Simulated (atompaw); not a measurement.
## Scattering properties, PAW (atompaw) potential for boron (B)

| Quantity | Value |
| --- | --- |
| Element | B |
| Generator | atompaw 4.2.0.5 |
| Type | PAW |
| Functional | PBE |
| Relativity | non-relativistic |
| Frozen core | [He] |
| Valence charge | 3 |
| Reference configuration | 2s1.5 2p1.5 |
| Partial waves | 2s (bound); 2s channel at 3.45 Ry; 2p (bound); 2p channel at 0.45 Ry; 3d channel at -0.05 Ry |
| Local potential | bessel scheme, radius 1.45 bohr |
| Core correction | smooth core density matched at 1.10 bohr |
| Augmentation charge | sinc compensation charge, radius 1.50 bohr; PAW radius 1.90 bohr; waves and projectors: bloechl |

The phase is arctan(r·u′/u) with u = r·R(r), unwrapped; energies in Ry, scanned from -3 to 5 Ry. A pole is an energy at which the radial function vanishes at the test radius. The pseudo phase is shifted by a multiple of π to meet the all-electron one at the reference energy, and phase errors are pseudo minus all-electron; the curves can meet again beyond the range given. Levels narrower than the energy grid can be missing from the lists of poles.

Problem. For each channel, where are the poles, and over which energies does the pseudopotential scatter like the atom?

Solution.

| channel | radius (bohr) | reference energy (Ry) | poles, all-electron | poles, pseudo | unbroken range about the reference energy with phases within 0.05 rad | phase error 1 Ry above the reference energy (rad) |
| --- | --- | --- | --- | --- | --- | --- |
| s | 1.91 | -0.71 | 1.39 | 1.39 | the whole range | -0.000 |
| p | 1.91 | -0.28 | 1.40 | 1.39, 3.93 | below 2.6 | -0.000 |
| d | 1.91 | -0.05 | none | none | the whole range | +0.000 |

Phases in the s channel:

```tsv
E (Ry)	all-electron	pseudo
-3.00	1.158	1.158
-2.52	1.082	1.082
-2.04	0.954	0.954
-1.56	0.701	0.701
-1.08	0.125	0.125
-0.60	-0.704	-0.704
-0.12	-1.163	-1.163
0.36	-1.372	-1.372
0.84	-1.486	-1.486
1.32	-1.561	-1.561
1.80	-1.618	-1.618
2.28	-1.666	-1.666
2.76	-1.711	-1.711
3.24	-1.757	-1.757
3.72	-1.810	-1.810
4.20	-1.876	-1.876
4.68	-1.966	-1.967
```
